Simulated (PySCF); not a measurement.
Start geometry of `c1c(cc(C(F)=O)c(c1)Br)OC` from GFN2-xTB (Å):
```
atom  x, y, z in Å
C1     2.7939    0.9464   -0.1996
O2     2.2375   -0.3503   -0.2272
C3     0.8957   -0.4859   -0.2679
C4     0.4102   -1.8007   -0.2791
C5    -0.9418   -2.0493   -0.3205
C6    -1.8515   -0.9985   -0.3532
Br7   -3.6903   -1.4309   -0.4184
C8    -1.3894    0.3205   -0.3405
C9    -2.3214    1.4494   -0.3700
O10   -3.5030    1.4662   -0.4054
F11   -1.6566    2.6505   -0.3507
C12   -0.0115    0.5639   -0.2972
H13    2.5394    1.5110   -1.1011
H14    3.8716    0.7996   -0.1593
H15    2.4692    1.5017    0.6850
H16    1.1212   -2.6108   -0.2547
H17   -1.3080   -3.0638   -0.3285
H18    0.3261    1.5874   -0.2883
```

Q: What comes out of this run: PBE0-D3(BJ)/def2-SVP geometry optimisation, gas phase in PySCF?

A: 
```
atom  x, y, z in Å
C1     2.7706    0.9464   -0.2390
O2     2.2353   -0.3498   -0.2137
C3     0.9010   -0.4989   -0.2492
C4     0.4150   -1.8139   -0.2211
C5    -0.9469   -2.0565   -0.2542
C6    -1.8677   -1.0041   -0.3147
Br7   -3.6865   -1.4770   -0.3554
C8    -1.3950    0.3186   -0.3444
C9    -2.2984    1.4921   -0.4053
O10   -3.4811    1.5251   -0.4007
F11   -1.6004    2.6449   -0.4720
C12   -0.0084    0.5536   -0.3115
H13    2.4935    1.4849   -1.1620
H14    3.8613    0.8357   -0.2058
H15    2.4440    1.5401    0.6325
H16    1.1317   -2.6357   -0.1732
H17   -1.3186   -3.0821   -0.2325
H18    0.3314    1.5861   -0.3356
```

The energy falls by 5.3 kJ/mol over 12 energy and gradient evaluations, the largest force component goes from 0.0249 to 1.5e-04 Eh/bohr, and the atoms move by 0.035 Å rms after alignment. The bond that changes most is C9–F11 (acyl halide carbon to acyl fluorine), which shortens by 0.024 Å. Bonds longer at the end by more than 0.005 Å: 11 of 18; shorter: 4. Rotational constants go from 1140, 438.7, 317.4 to 1115, 439.2, 315.8 MHz. The orientation of the end geometry is arbitrary; only internal coordinates are fixed.

The run used 216 basis functions and 89 SCF cycles in all.

Stationary, but not proved a minimum. One conformer, not necessarily the lowest.
